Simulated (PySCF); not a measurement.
C$_{4}$H$_{5}$Br, singlet, at a GFN2-xTB geometry; DF-PBE/3-21G in PySCF.

Input for PySCF:
```python
from pyscf import gto, scf, dft

mol = gto.Mole()
mol.atom = '''
    C     2.35431956    0.81541213    1.45255603
    C     1.58904828   -0.09507759    1.32850377
    C     0.61630605   -1.15497238    1.14979728
    C    -0.74975818   -0.59773637    0.77172583
    Br   -0.70896828    0.26789260   -0.98346485
    H     3.04199332    1.59902711    1.56517330
    H     0.51486730   -1.71458992    2.08602508
    H     0.97031096   -1.84149512    0.37463507
    H    -1.49502764   -1.38944014    0.70234353
    H    -1.07774809    0.16450252    1.47759508
'''
mol.basis = '3-21g'
mol.verbose = 4
mol.max_memory = 1800
mol.build()

mf = dft.RKS(mol)
mf.xc = 'pbe'
mf = mf.density_fit(auxbasis='def2-universal-jkfit')
mf.kernel()
```

Q: Write the output that PySCF gives for this input, abridged.

A: 
```
PySCF version 2.14.0

[INPUT] verbose = 4
[INPUT] num. atoms = 10
[INPUT] num. electrons = 64
[INPUT] charge = 0
[INPUT] spin (= nelec alpha-beta = 2S) = 0
[INPUT] symmetry False subgroup None
[INPUT] Mole.unit = angstrom
[INPUT] Symbol           X                Y                Z      unit          X                Y                Z       unit  Magmom
[INPUT]  1 C      2.354319560000   0.815412130000   1.452556030000 AA    4.449019178107   1.540905604348   2.744933077286 Bohr   0.0
[INPUT]  2 C      1.589048280000  -0.095077590000   1.328503770000 AA    3.002866047911  -0.179670605684   2.510508280752 Bohr   0.0
[INPUT]  3 C      0.616306050000  -1.154972380000   1.149797280000 AA    1.164649643413  -2.182581479637   2.172801957970 Bohr   0.0
[INPUT]  4 C     -0.749758180000  -0.597736370000   0.771725830000 AA   -1.416837619852  -1.129558033992   1.458350461953 Bohr   0.0
[INPUT]  5 Br    -0.708968280000   0.267892600000  -0.983464850000 AA   -1.339755880204   0.506243644798  -1.858479219636 Bohr   0.0
[INPUT]  6 H      3.041993320000   1.599027110000   1.565173300000 AA    5.748534247556   3.021723303655   2.957748874482 Bohr   0.0
[INPUT]  7 H      0.514867300000  -1.714589920000   2.086025080000 AA    0.972958187494  -3.240105364740   3.942016090174 Bohr   0.0
[INPUT]  8 H      0.970310960000  -1.841495120000   0.374635070000 AA    1.833621970064  -3.479921436523   0.707957678957 Bohr   0.0
[INPUT]  9 H     -1.495027640000  -1.389440140000   0.702343530000 AA   -2.825192788255  -2.625661331077   1.327236917060 Bohr   0.0
[INPUT] 10 H     -1.077748090000   0.164502520000   1.477595080000 AA   -2.036648721373   0.310864709601   2.792250024205 Bohr   0.0

nuclear repulsion = 283.179704026466
number of shells = 40
number of NR pGTOs = 129
number of NR cGTOs = 68
basis = 3-21g
ecp = {}

******** <class 'pyscf.df.df_jk.DFRKS'> ********
method = DFRKS
initial guess = minao
damping factor = 0
level_shift factor = 0
DIIS = <class 'pyscf.scf.diis.CDIIS'>
diis_start_cycle = 1
diis_space = 8
diis_damp = 0
SCF conv_tol = 1e-09
SCF conv_tol_grad = None
SCF max_cycles = 50
direct_scf = False
XC library pyscf.dft.libxc version 7.1.2
    S. Lehtola, C. Steigemann, M. J. T. Oliveira, and M. A. L. Marques,  SoftwareX 7, 1–5 (2018)
XC functionals = pbe
    J. P. Perdew, K. Burke, and M. Ernzerhof,  Phys. Rev. Lett. 77, 3865 (1996)
    J. P. Perdew, K. Burke, and M. Ernzerhof,  Phys. Rev. Lett. 78, 1396 (1997)
    J. P. Perdew, K. Burke, and M. Ernzerhof,  Phys. Rev. Lett. 77, 3865 (1996)
    J. P. Perdew, K. Burke, and M. Ernzerhof,  Phys. Rev. Lett. 78, 1396 (1997)
radial grids:
    Treutler-Ahlrichs [JCP 102, 346 (1995); DOI:10.1063/1.469408] (M4) radial grids

becke partition: Becke, JCP 88, 2547 (1988); DOI:10.1063/1.454033
pruning grids: <function nwchem_prune>
grids dens level: 3
symmetrized grids: False
atomic radii adjust function: <function treutler_atomic_radii_adjust>
small_rho_cutoff = 0
Set gradient conv threshold to 3.16228e-05
Initial guess from minao.
tot grids = 125936
init E= -2713.34584944499
  HOMO = -0.320446872479608  LUMO = -0.086044967300364  gap/eV = 6.37840
cycle= 1 E= -2715.64431937568  delta_E= -2.3  |g|= 0.348  |ddm|= 3.58
  HOMO = -0.174863749438077  LUMO = 0.0108611732323052  gap/eV = 5.05383
cycle= 2 E= -2715.64259134439  delta_E= 0.00173  |g|= 0.359  |ddm|= 1.05
  HOMO = -0.218747057875614  LUMO = -0.0101178226523433  gap/eV = 5.67709
cycle= 3 E= -2715.67553226661  delta_E= -0.0329  |g|= 0.144  |ddm|= 0.558
  HOMO = -0.221861852597818  LUMO = -0.0166926245342376  gap/eV = 5.58294
cycle= 4 E= -2715.68082075899  delta_E= -0.00529  |g|= 0.0307  |ddm|= 0.149
  HOMO = -0.222416479875146  LUMO = -0.0184213023568334  gap/eV = 5.55099
cycle= 5 E= -2715.68101883351  delta_E= -0.000198  |g|= 0.0128  |ddm|= 0.0454
  HOMO = -0.222429356401819  LUMO = -0.0174504297081937  gap/eV = 5.57776
cycle= 6 E= -2715.68105992016  delta_E= -4.11e-05  |g|= 0.00246  |ddm|= 0.0158
  HOMO = -0.222213530859804  LUMO = -0.0174219894105518  gap/eV = 5.57266
cycle= 7 E= -2715.68106162645  delta_E= -1.71e-06  |g|= 0.000677  |ddm|= 0.00458
  HOMO = -0.222277431537647  LUMO = -0.0174375003098559  gap/eV = 5.57398
cycle= 8 E= -2715.6810617671  delta_E= -1.41e-07  |g|= 0.00012  |ddm|= 0.00121
  HOMO = -0.222285924766015  LUMO = -0.0174463875489375  gap/eV = 5.57397
cycle= 9 E= -2715.68106177094  delta_E= -3.83e-09  |g|= 2.25e-05  |ddm|= 0.000182
  HOMO = -0.222282886331852  LUMO = -0.0174441967401844  gap/eV = 5.57394
cycle= 10 E= -2715.68106177111  delta_E= -1.73e-10  |g|= 4.19e-06  |ddm|= 4.66e-05
  HOMO = -0.222283189947335  LUMO = -0.0174443134592042  gap/eV = 5.57395
Extra cycle  E= -2715.68106177108  delta_E= 3.14e-11  |g|= 1.09e-05  |ddm|= 1.65e-05
converged SCF energy = -2715.68106177108
```
